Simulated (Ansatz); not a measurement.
`N#[C][GaH][Cl]` + H₂ → `N#[C][GaH2]` + HCl at 298.15 K and 1 bar (hydrogenolysis of a Ga–Cl bond).

Gas-phase electronic energies from Ansatz, PBE0-D4/def2-TZVP geometries. CCSD(T)/CBS is the MP2 limit (def2-TZVPP, def2-QZVPP) plus CCSD(T) − MP2 in def2-TZVPP, frozen cores. This one scheme is used for every species. For Ga outer-core shells are correlated without core-valence functions, which leaves a few kJ/mol of doubt a bond. Scalar relativity is left out up to krypton.

```csv
species,CCSD(T)/CBS energy (Eh),H − E (kJ/mol),S (J/(mol·K))
`N#[C][GaH][Cl]`,-2477.10934,58.7,322.0
H₂,-1.17544,35.1,130.4
`N#[C][GaH2]`,-2017.86565,69.5,280.6
HCl,-460.38127,26.6,186.8
```

H − E and S are ideal-gas, rigid-rotor, harmonic terms from PBE0-D4/def2-TZVP. The MP2-based limit puts H₂ 0.8 mEh under its directly extrapolated value; such offsets cancel only in part. 1 Eh = 2625.50 kJ/mol, R = 8.31446 J/(mol·K).

**Question.** By hand: ΔE, ΔH, ΔS and ΔG.

**Answer.** ΔE = (-2017.86565) + (-460.38127) − (-2477.10934) − (-1.17544) = 0.03786 Eh = 99.4 kJ/mol. Δ(H − E) = 69.5 + 26.6 − 58.7 − 35.1 = 2.3, so ΔH = 101.7 kJ/mol. ΔS = 280.6 + 186.8 − 322.0 − 130.4 = 15.0 J/(mol·K). ΔG = 101.7 − 298.15 × (15.0)/1000 = 97.2 kJ/mol.

**Question.** By hand: the equilibrium constant, and the temperature at which ΔG would vanish if ΔH and ΔS stayed fixed.

**Answer.** log₁₀ K = −ΔG/(RT ln 10) = -17.0. ΔG = 0 at ΔH/ΔS = 6780 K, far beyond where these terms or the molecules hold.

ΔH outweighs TΔS. A doubt of 5 kJ/mol in ΔE shifts log₁₀ K by 0.9 here. These are equilibria of isolated gas molecules and say nothing of rates. Largest T1 diagnostic: 0.014 (customary marks: 0.02 for closed shells, 0.045 for open ones).
